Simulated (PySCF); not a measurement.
PbCl, SMILES [Cl][Pb] (connectivity only; charge and spin as stated), neutral, multiplicity 2.

Geometry: B3LYP-D3(BJ)/def2-TZVP. The spin state was assumed, not searched. The def2 effective core potentials stand for the cores of Pb; spin–orbit coupling is left out.

Level of theory: PySCF with C-PCM-B3LYP/def2-TZVPD.

The values are the electrostatic part of the solvation free energy, E(continuum) − E(gas) at the gas-phase geometry, in a cavity of scaled van der Waals radii (PySCF's table); cavitation and dispersion terms are not included. A continuum can't describe solvent molecules that bind to the metal. The dipole moment in vacuum is 3.68 D.

Q: Estimate the values in water (ε = 78.36), N,N-dimethylformamide (ε = 37.22), chlorobenzene (ε = 5.70). (The exact figures need the calculation; the answer reports its results.)

A: 
| solvent | ε | ΔG(elec) (kcal/mol) | dipole (D) |
|---|---|---|---|
| water | 78.36 | -7.6 | 5.58 |
| N,N-dimethylformamide | 37.22 | -7.5 | 5.55 |
| chlorobenzene | 5.70 | -6.1 | 5.17 |
